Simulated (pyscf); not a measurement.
Single points on ωB97X-D3(BJ)/def2-SVP structures (PySCF, gas phase).

SMILES: O([SiH2][AsH2])[SiH3]
```xyz
11

Si    -2.1923    -1.3549    -2.4721
O     -2.0461    -0.7213    -0.9429
Si    -0.8869    -0.5738     0.2384
As     1.2323    -0.7369    -0.7696
H     -2.1543    -2.8448    -2.4248
H     -3.4875    -0.9045    -3.0456
H     -1.0680    -0.8707    -3.3265
H     -1.0974     0.7178     0.9447
H     -1.0029    -1.6925     1.2178
H      1.9242    -0.3929     0.5398
H      1.2112     0.7075    -1.2393
```
Charge 0, spin multiplicity 1.

Question: What is the homolytic dissociation enthalpy (298 K, ωB97M-D3(BJ)/def2-TZVP) of the O–Si bond of H₃Si–O–SiH₂–AsH₂ (SMILES [SiH3]O[SiH2][AsH2]), to •O–SiH₃ + •H₂Si–AsH₂?

Answer: O–Si to •O–SiH₃ + •H₂Si–AsH₂: 124.4 kcal/mol. The 7 functionals that were run give +114.4 (PBE) to +125.4 kcal/mol (M06-2X). •O–SiH₃ lies 24.9 kcal/mol over its isomer HO–SiH₂•, and others may lie lower still (electronic energy, ωB97M-D3(BJ)). •H₂Si–AsH₂ lies 16.5 kcal/mol over its isomer H₃Si–AsH•, and others may lie lower still (electronic energy, ωB97M-D3(BJ)). Elements up to Kr have no core potential and no relativistic terms here.
